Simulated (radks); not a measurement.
Problem. The mean radii <r> (bohr) of the occupied orbitals of an atom or ion are listed with their occupations. All-electron calculation, scalar-relativistic Kohn-Sham, r2SCAN, spin-polarised, spherical densities, finite nucleus; meta-GGA in the generalised Kohn-Sham scheme; Fermi nuclear charge, rms radius of each element as measured or else 0.836 A^(1/3) + 0.57 fm. Program: a radial shooting solver on a logarithmic mesh with Libxc functionals.

| orbital | occ. | <r> |
|---|---|---|
| 1s up | 1 | 0.02245 |

Name the element and its charge. Open shells, if any, are filled with parallel spins first.

Solution. Z = 62, samarium, charge +61: Sm61+ in 1s1. The 1s radius gives Z: for a bare nucleus <r> = (2 gamma + 1)/(2Z) with gamma = sqrt(1 - (Z/c)^2), 0.02245 bohr for Z = 62, and the self-interaction of the functional makes it slightly larger (0.02245 here). The occupations add up to 1, and the charge is Z minus that.
